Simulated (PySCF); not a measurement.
**Excitation energy of P²⁺ by level of theory**

P²⁺ [Ne] 3s2 3p1 (2P) → P²⁺ [Ne] 3s2 3d1 (2D), as a difference of total energies. Calculation: PySCF 2.14, in x2c-TZVPPall with one added diffuse shell each of s, p, d type (6s6p4d1f, 51 functions); scalar relativity by spin-free X2C-1e. Correlated levels: valence: [Ne] frozen; valence and next inner shell: 1s2 frozen. The calculations carry no spin-orbit coupling.

```csv
method,excitation energy (eV)
UHF,13.641
LDA,12.332
PBE,12.209
PBE0,12.616
r2SCAN,12.638
BP86,12.217
TPSS,12.422
BLYP,12.151
wB97M-V,12.584
MP2 (valence),13.132
SCS-MP2 (valence),13.080
MP2 (valence and next inner shell),13.085
SCS-MP2 (valence and next inner shell),13.043
```

Task: How much does correlation contribute at MP2 (valence and next inner shell)?

Result: 13.085 − (13.641) = -0.556 eV, measured against UHF.

A first-order spin-orbit estimate (lowest level to lowest level, LS coupling) adds 0.041 eV.

The promoted electron is Rydberg-like, and one or two diffuse shells describe it only roughly, which tends to raise the upper state.
